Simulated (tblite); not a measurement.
Isomers of C4H7F3S2Si. All values are computed: GFN2-xTB (tblite) harmonic vibrations without scaling, gas phase. Errors from tens to a few hundred cm⁻¹ against measured bands are possible. Modes of hydrogen on silicon can be 10 to 20 % off. One conformer each.

Electronic energies: GFN2-xTB at the same geometries; isomer energies are rough at this level and their order can be wrong.

```tsv
SMILES	electronic energy, lowest = 0 (kJ/mol)
C[Si@@H]1SC[C@@H](C(F)(F)F)S1	38.0
CS[SiH2]S/C=C/C(F)(F)F	120.7
FC(F)(F)C[C@H]1CS[SiH2]S1	0.0
CS[SiH2]S/C=C\C(F)(F)F	127.0
```

Question: How do GFN2-xTB zero-point energies change the relative energies?

Answer: 
```
                       SMILES  ZPE (kJ/mol)  of it from modes above 1550 cm⁻¹  electronic (kJ/mol)  with ZPE, lowest = 0 (kJ/mol)  lowest mode (cm⁻¹)  rings
    FC(F)(F)C[C@H]1CS[SiH2]S1         279.3                             117.6                  0.0                            0.0                  23      1
C[Si@@H]1SC[C@@H](C(F)(F)F)S1         280.7                             121.8                 38.0                           39.4                  31      1
       CS[SiH2]S/C=C/C(F)(F)F         267.3                             129.4                120.7                          108.7                  14      0
       CS[SiH2]S/C=C\C(F)(F)F         267.8                             129.3                127.0                          115.5                  21      0
```

The zero-point energies span 13.4 kJ/mol, from `CS[SiH2]S/C=C/C(F)(F)F` to `C[Si@@H]1SC[C@@H](C(F)(F)F)S1`. The order is unchanged.
